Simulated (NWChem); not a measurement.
System: InHOF2; SMILES [OH][In]([F])[F]

Input file for NWChem:

```
start job
memory heap 200 mb stack 900 mb global 1100 mb
geometry units angstroms noautoz
  In    -0.026169    -0.015256     0.000000
  F     -1.795008    -0.886488     0.000000
  F     -0.034696     1.945310     0.000000
  O      1.668655    -1.084828     0.000000
  H      1.416236    -2.031354     0.000000
end
basis spherical
  In library 3-21g
  F library 3-21g
  O library 3-21g
  H library 3-21g
end
dft
  xc b3lyp
  iterations 150
  mulliken
end
task dft energy
```

Excerpt of the output:

```
             Northwest Computational Chemistry Package (NWChem) 7.3.0
             --------------------------------------------------------

 CS  symmetry detected

                             Geometry "geometry" -> ""
                             -------------------------

 Output coordinates in angstroms (scale by  1.889725989 to convert to a.u.)

  No.       Tag          Charge          X              Y              Z
 ---- ---------------- ---------- -------------- -------------- --------------
    1 In                  49.0000     0.01650065     0.00123620     0.00000000
    2 F                    9.0000    -1.93983129     0.24741081     0.00000000
    3 F                    9.0000     1.08847544     1.64280917     0.00000000
    4 O                    8.0000     0.84282034    -1.82458099     0.00000000
    5 H                    1.0000     0.11110814    -2.47590585     0.00000000

 Effective nuclear repulsion energy (a.u.)     392.9924569003

      Symmetry information
      --------------------

 Group name             Cs
 Group number              2
 Group order               2
 No. of unique centers     5

                                 NWChem DFT Module
                                 -----------------

 Summary of "ao basis" -> "ao basis" (spherical)
 ------------------------------------------------------------------------------
       Tag                 Description            Shells   Functions and Types
 ---------------- ------------------------------  ------  ---------------------
 In                          3-21g                  13       31   6s5p2d
 F                           3-21g                   5        9   3s2p
 O                           3-21g                   5        9   3s2p
 H                           3-21g                   2        2   2s

      Symmetry analysis of basis
      --------------------------

        a'         45
        a"         15

            General Information
            -------------------
          SCF calculation type: DFT
          Wavefunction type:  closed shell.
          No. of atoms     :     5
          No. of electrons :    76
           Alpha electrons :    38
            Beta electrons :    38
          Charge           :     0
          Spin multiplicity:     1
          Use of symmetry is: on ; symmetry adaption is: on
          Maximum number of iterations: 150
          AO basis - number of functions:    60
                     number of shells:    30
          Convergence on energy requested:  1.00D-06
          Convergence on density requested:  1.00D-05
          Convergence on gradient requested:  5.00D-04

              XC Information
              --------------
                         B3LYP Method XC Potential
                     Hartree-Fock (Exact) Exchange  0.200
                        Slater Exchange Functional  0.800 local
                    Becke 1988 Exchange Functional  0.720 non-local
              Lee-Yang-Parr Correlation Functional  0.810
                  VWN I RPA Correlation Functional  0.190 local

             Grid Information
             ----------------
          Grid used for XC integration:  medium
          Radial quadrature: Mura-Knowles
          Angular quadrature: Lebedev.
          Tag              B.-S. Rad. Rad. Pts. Rad. Cut. Ang. Pts.
          ---              ---------- --------- --------- ---------
          In                  1.55      123           8.0       590
          F                   0.50       49          10.0       434
          O                   0.60       49           7.0       434
          H                   0.35       45           9.0       434
          Grid pruning is: on
          Number of quadrature shells:   315
          Spatial weights used:  Erf1

      Superposition of Atomic Density Guess
      -------------------------------------

 Sum of atomic energies:       -5987.30650294

      Non-variational initial energy
      ------------------------------

 Total energy =   -5987.124803
 1-e energy   =   -9059.675037
 2-e energy   =    2679.557777
 HOMO         =      -0.443693
 LUMO         =      -0.135461

      Symmetry analysis of molecular orbitals - initial
      -------------------------------------------------

  Numbering of irreducible representations:

     1 a'          2 a"

  Orbital symmetries:

     1 a'          2 a'          3 a'          4 a'          5 a"
     6 a'          7 a'          8 a'          9 a'         10 a'
    11 a"         12 a'         13 a'         14 a'         15 a'
    16 a"         17 a"         18 a'         19 a'         20 a'
    21 a"         22 a'         23 a'         24 a'         25 a'
    26 a'         27 a'         28 a"         29 a"         30 a'
    31 a'         32 a'         33 a"         34 a'         35 a"
    36 a'         37 a'         38 a"         39 a'         40 a"
    41 a'         42 a'         43 a'         44 a'         45 a"
    46 a'         47 a'         48 a'

     ---------------------------------------------
      Total Density - Mulliken Population Analysis
     ---------------------------------------------

    Atom       Charge   Shell Charges
 -----------   ------   -------------------------------------------------------
    1 In  49    46.97   2.00  2.00  6.00  2.00  6.00  2.00  5.93  0.41  0.42  0.12  0.12 10.00  9.99
    2 F    9     9.74   1.98  0.46  2.66  1.52  3.12
    3 F    9     9.73   1.98  0.46  2.66  1.51  3.12
    4 O    8     9.07   1.99  0.44  2.28  1.45  2.91
    5 H    1     0.50   0.32  0.18

   convergence    iter        energy       DeltaE   RMS-Dens  Diis-err
 ---------------- ----- ----------------- --------- --------- ---------
 d= 0,ls=0.0,diis     1  -5991.1070057375 -6.38D+03  4.06D-02  1.47D+00
 d= 0,ls=0.0,diis     2  -5990.7622840624  3.45D-01  2.27D-02  5.65D+00
 d= 0,ls=0.0,diis     3  -5991.2964438164 -5.34D-01  2.77D-03  1.21D-02
 d= 0,ls=0.0,diis     4  -5991.2937410574  2.70D-03  1.77D-03  4.26D-02
 d= 0,ls=0.0,diis     5  -5991.2976130478 -3.87D-03  1.75D-04  8.42D-05
  Resetting Diis
 d= 0,ls=0.0,diis     6  -5991.2976119120  1.14D-06  9.49D-05  1.10D-04
 d= 0,ls=0.0,diis     7  -5991.2976221852 -1.03D-05  1.80D-05  3.79D-07
 d= 0,ls=0.0,diis     8  -5991.2976220788  1.06D-07  1.09D-05  1.74D-06
 d= 0,ls=0.0,diis     9  -5991.2976222305 -1.52D-07  1.32D-06  4.58D-09

         Total DFT energy =    -5991.297622230453
      One electron energy =    -9060.996520549821
           Coulomb energy =     2862.947175370388
    Exchange-Corr. energy =     -186.240733951296
 Nuclear repulsion energy =      392.992456900275

 Numeric. integr. density =       75.999980870263

                  Occupations of the irreducible representations
                  ----------------------------------------------

                     irrep           alpha         beta
                     --------     --------     --------
                     a'               28.0         28.0
                     a"               10.0         10.0

                       DFT Final Molecular Orbital Analysis
                       ------------------------------------

 Vector   36  Occ=2.000000D+00  E=-3.200112D-01  Symmetry=a"
              MO Center= -4.8D-01,  9.1D-01,  7.3D-15, r^2= 3.2D+00
   Bfn.  Coefficient  Atom+Function         Bfn.  Coefficient  Atom+Function
  ----- ------------  ---------------      ----- ------------  ---------------
    40      0.442947  2 F  pz                49     -0.426249  3 F  pz
    36      0.391444  2 F  pz                45     -0.376739  3 F  pz
    30     -0.068536  1 In d  1              28      0.032127  1 In d -1

 Vector   37  Occ=2.000000D+00  E=-3.088385D-01  Symmetry=a'
              MO Center=  8.7D-02, -7.0D-01,  1.0D-14, r^2= 4.1D+00
   Bfn.  Coefficient  Atom+Function         Bfn.  Coefficient  Atom+Function
  ----- ------------  ---------------      ----- ------------  ---------------
    56      0.327145  4 O  px                52      0.293796  4 O  px
    39     -0.277823  2 F  py                57     -0.255332  4 O  py
    35     -0.247771  2 F  py                53     -0.218197  4 O  py
    48     -0.180896  3 F  py                38      0.173266  2 F  px
    44     -0.165765  3 F  py                16      0.154811  1 In py

 Vector   38  Occ=2.000000D+00  E=-2.908289D-01  Symmetry=a"
              MO Center=  6.9D-01, -1.5D+00, -1.2D-15, r^2= 1.8D+00
   Bfn.  Coefficient  Atom+Function         Bfn.  Coefficient  Atom+Function
  ----- ------------  ---------------      ----- ------------  ---------------
    58      0.575979  4 O  pz                54      0.489329  4 O  pz
    40     -0.149795  2 F  pz                49     -0.147927  3 F  pz
    36     -0.128249  2 F  pz                45     -0.126713  3 F  pz
    17      0.073254  1 In pz                28      0.073123  1 In d -1
    21      0.067487  1 In pz                13     -0.049965  1 In pz

 Vector   39  Occ=0.000000D+00  E=-9.328033D-02  Symmetry=a'
              MO Center=  2.1D-02, -1.7D-01, -2.3D-15, r^2= 4.1D+00
   Bfn.  Coefficient  Atom+Function         Bfn.  Coefficient  Atom+Function
  ----- ------------  ---------------      ----- ------------  ---------------
    18      0.812032  1 In s                 55     -0.328282  4 O  s
    10     -0.312743  1 In s                 14      0.261210  1 In s
    38     -0.221121  2 F  px                37     -0.218065  2 F  s
    57     -0.208682  4 O  py                46     -0.205241  3 F  s
    48      0.191105  3 F  py                56      0.188024  4 O  px

 Vector   40  Occ=0.000000D+00  E=-3.979058D-02  Symmetry=a"
              MO Center=  2.5D-02, -1.9D-02,  3.3D-15, r^2= 4.3D+00
   Bfn.  Coefficient  Atom+Function         Bfn.  Coefficient  Atom+Function
  ----- ------------  ---------------      ----- ------------  ---------------
    21      0.585551  1 In pz                17      0.504259  1 In pz
    13     -0.302991  1 In pz                58     -0.221896  4 O  pz
    49     -0.181320  3 F  pz                40     -0.179832  2 F  pz
    54     -0.168035  4 O  pz                45     -0.144545  3 F  pz
    36     -0.143605  2 F  pz                 9      0.133083  1 In pz

 Vector   41  Occ=0.000000D+00  E= 3.651576D-02  Symmetry=a'
              MO Center= -1.1D-01, -3.7D-01,  1.4D-13, r^2= 6.6D+00
   Bfn.  Coefficient  Atom+Function         Bfn.  Coefficient  Atom+Function
  ----- ------------  ---------------      ----- ------------  ---------------
    20      0.919847  1 In py                55      0.409351  4 O  s
    46     -0.368881  3 F  s                 19      0.309146  1 In px
    60     -0.234072  5 H  s                 14      0.197370  1 In s
    56     -0.195746  4 O  px                52     -0.146460  4 O  px
    39     -0.141379  2 F  py                12     -0.134742  1 In py

     ---------------------------------------------
      Total Density - Mulliken Population Analysis
     ---------------------------------------------

    Atom       Charge   Shell Charges
 -----------   ------   -------------------------------------------------------
    1 In  49    47.95   2.00  2.00  6.00  2.00  5.99  2.00  5.95  0.75  0.91  0.08  0.30 10.00  9.98
    2 F    9     9.39   1.98  0.44  2.48  1.54  2.95
    3 F    9     9.38   1.98  0.44  2.48  1.54  2.95
    4 O    8     8.63   1.98  0.43  2.09  1.50  2.61
    5 H    1     0.65   0.44  0.21

     -------------------------------------------
      Total Density - Lowdin Population Analysis
     -------------------------------------------

    Atom       Charge   Shell Charges
 -----------   ------   -------------------------------------------------------
    1 In  49    48.12   2.00  2.00  6.00  1.99  5.98  1.96  5.74  0.64  1.12  0.26  0.49 10.00  9.95
    2 F    9     9.34   1.98  0.61  2.48  1.29  2.98
    3 F    9     9.33   1.98  0.61  2.48  1.28  2.98
    4 O    8     8.45   1.98  0.59  2.07  1.13  2.69
    5 H    1     0.77   0.44  0.33

     Multipole analysis of the density
     ---------------------------------

     L   x y z        total         alpha         beta         nuclear
     -   - - -        -----         -----         ----         -------
     0   0 0 0     -0.000000    -38.000000    -38.000000     76.000000

     1   1 0 0     -0.267864     -0.133932     -0.133932      0.000000
     1   0 1 0     -0.793091     -0.396545     -0.396545      0.000000
     1   0 0 1      0.000000      0.000000      0.000000      0.000000

     2   2 0 0    -35.614299   -107.508667   -107.508667    179.403034
     2   1 1 0      1.727579      2.296582      2.296582     -2.865585
     2   1 0 1     -0.000000     -0.000000     -0.000000      0.000000
     2   0 2 0    -30.347367   -118.026152   -118.026152    205.704937
     2   0 1 1     -0.000000     -0.000000     -0.000000      0.000000
     2   0 0 2    -25.644763    -12.822381    -12.822381      0.000000
```

Level: B3LYP/3-21G, non-relativistic. Structure relaxed at the PBE-D3(BJ)/def2-SVP (def2 core potentials past Kr) level. B3LYP is NWChem's, with the RPA form of VWN correlation.
